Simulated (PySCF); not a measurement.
## Working out the ionisation energy of Cs

Cs [Xe] 6s1 (2S) → Cs⁺ [Xe] (1S). Computed with PySCF 2.14 in aug-cc-pwCVTZ-X2C, with scalar relativity by spin-free X2C-1e. Frozen: [Kr] 4d10. Energies in hartree (1 hartree = 27.21139 eV):

| part | Cs (lower) | Cs⁺ (upper) |
| --- | --- | --- |
| UHF | -7783.103092 | -7782.975237 |
| MP2 opposite-spin | -0.121218 | -0.114391 |
| MP2 same-spin | -0.042844 | -0.036946 |

**Question.** What does Hartree-Fock give?

**Answer.** (-7782.975237) − (-7783.103092) = 0.127855 hartree = 3.479 eV.

**Question.** What do MP2 and SCS-MP2 (6/5 opposite-spin, 1/3 same-spin) give?

**Answer.** The opposite-spin parts differ by 0.186 eV and the same-spin parts by 0.160 eV. MP2: 3.479 + (0.186) + (0.160) = 3.825 eV. SCS-MP2: 3.479 + 1.2 × (0.186) + (0.160)/3 = 3.756 eV.

Measured between the centres of the two terms (NIST): 3.894 eV, so MP2 (valence and next inner shell) is off by -0.069 eV.

What remains against the reference includes basis incompleteness, the frozen core and correlation beyond second order.
